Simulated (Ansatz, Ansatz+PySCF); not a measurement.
```xyz
2

Cl    0.0000    0.0000   -0.6144
F     0.0000    0.0000    1.1605
```

Basis set: def2-SVP (spherical functions). Left uncorrelated: 6 orbitals. Charge 0, multiplicity 1.

Computed with Ansatz (development build ahead of 0.2.0); each method stands on the lowest determinant of its kind that the runs found. Restricted open shells among the atoms or ions are ROHF, correlated in semicanonical orbitals with singles.

The atomization energy at this shape (free ground-state atoms in the same class of orbitals less the molecule, no zero-point energy) of singlet ClF:

```tsv
method	atomization energy
RHF-CCSD(T)	44.60 kcal/mol
RHF-CCSD	40.97 kcal/mol
RHF-MP2	47.21 kcal/mol
UHF-MP2	37.87 kcal/mol
RHF	-1.26 kcal/mol
```

Task: What does UHF give?

Result: -5.12 kcal/mol. Caution for UHF-MP2: another reference gives a lower total. Caution for UHF-MP2, UHF: the unrestricted determinant is spin contaminated.
